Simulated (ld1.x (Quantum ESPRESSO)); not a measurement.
## Configuration tests for phosphorus (P) (TM)

- Element: phosphorus
- Generator: ld1.x (Quantum ESPRESSO) 7.5
- Type: norm-conserving Troullier–Martins (Kleinman–Bylander form)
- Functional: PBEsol
- Relativity: scalar-relativistic
- Frozen core: [Ne]
- Valence charge: 5
- Reference configuration: 3s2 3p1 (charge +2)
- Partial waves: 3p (bound): rc 1.50 bohr; 3d channel at 0.45 Ry: rc 1.60 bohr; 3s (bound): rc 1.65 bohr
- Local potential: the s channel
- Core correction: a·sin(br)/r model core, default radius (core density twice the valence density)

Energies are relative to the spin-unpolarised reference configuration 3s2 3p1; without spin polarisation the order of configurations can differ from experiment.

```
valence configuration  charge  ΔE all-electron (eV)  error AE − PS (meV)
              3s2 3p3       0               -28.810                  +29
              3s2 3p0      +3                29.706                  +16
              3s0 3p5       0               -11.658                  +16
            3s2 3p3.3    -0.3               -30.109                  +33
            3s2 3p2.5    +0.5               -25.050                  +20
              3s1 3p4       0               -20.301                  +23
```

Problem. What are ΔE and the potential's error for 3s2 3p2?

Solution. ΔE = -19.112 eV all-electron; the error (AE − PS) is +11 meV.
